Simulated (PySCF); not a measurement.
**Ionisation energy of Pt⁷¹⁺ by level of theory**

Pt⁷¹⁺ [He] 2s2 2p3 (4S) → Pt⁷²⁺ [He] 2s2 2p2 (3P), as a difference of total energies. Computed with PySCF 2.14 in an uncontracted even-tempered set (18 s from 53 bohr⁻², ratio 2.2; 13 p from 68 bohr⁻², ratio 2.2; 5 d from 250 bohr⁻², ratio 2.4; 5 f from 380 bohr⁻², ratio 2.4; 4 g from 570 bohr⁻², ratio 2.4), with scalar relativity by spin-free X2C-1e. Correlated levels: nothing frozen; virtual orbitals above 40 to 60 times the deepest correlated orbital energy dropped. The calculations carry no spin-orbit coupling.

```
                 method  ionisation energy (eV)
                    UHF                 19269.7
                    LDA                 19260.2
                    PBE                 19263.0
                   PBE0                 19265.0
                 r2SCAN                 19270.3
              BHandHLYP                 19267.8
                 revPBE                 19262.5
    MP2 (all electrons)                 19270.1
SCS-MP2 (all electrons)                 19269.5
```

Spin-orbit coupling is strong in these open shells (close to jj coupling). The scalar numbers leave it out and a first-order estimate fails, so it can dominate the gap to the real levels.

For this ion Breit and QED terms and the two-electron picture change, all absent here, outweigh the differences among the correlated methods.

For comparison: 18630 ± 60 eV (theoretical estimate listed by NIST; NIST Atomic Spectra Database, ionization energies).
